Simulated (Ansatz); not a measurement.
Consider the hydrogenolysis of the Si–F bond: `F[SiH]([SiH3])[SiH3]` + H₂ → `[SiH3][SiH2][SiH3]` + H–F.

Isolated molecules relaxed with PBE0-D4/def2-TZVP in Ansatz; ΔE leaves out vibrations. CBS: MP2 limit from def2 TZ/QZ plus the TZ coupled-cluster correction, frozen cores. This one scheme is used for every species. Functionals use def2-TZVPP.

| level | ΔE (eV) |
| --- | --- |
| revPBE-D4 | 0.88 |
| BLYP-D4 | 1.01 |
| r2SCANh-D4 | 0.96 |
| ωB97M-V | 0.95 |
| PBE0 | 0.83 |
| MP2/def2-TZVPP | 0.91 |
| MP2/CBS(def2) | 0.94 |
| CCSD/CBS(def2) | 0.90 |

**Question.** What does CCSD(T)/CBS give? (Estimate.)

**Answer.** The calculation gave: +0.91 eV. The listed levels differ from it by -0.03, 0.10, 0.05, 0.04, -0.08, 0.00, 0.03, -0.01 eV.

Largest T1 diagnostic among the species: 0.013.

Leaving LDA and LC-ωPBE aside and taking each functional with its dispersion term where it has one, the values, not all of them listed here, spread over 0.17 eV, from HSE06-D4 to BLYP-D4. From r2SCAN to r2SCAN0 (25 % exact exchange), in def2-TZVPP and without D4, ΔE moves by −0.06 eV. In def2-TZVPP, CCSD(T) changes the Hartree–Fock value by −0.07 eV (the triples alone add +0.01 eV) and MP2 by −0.04 eV.
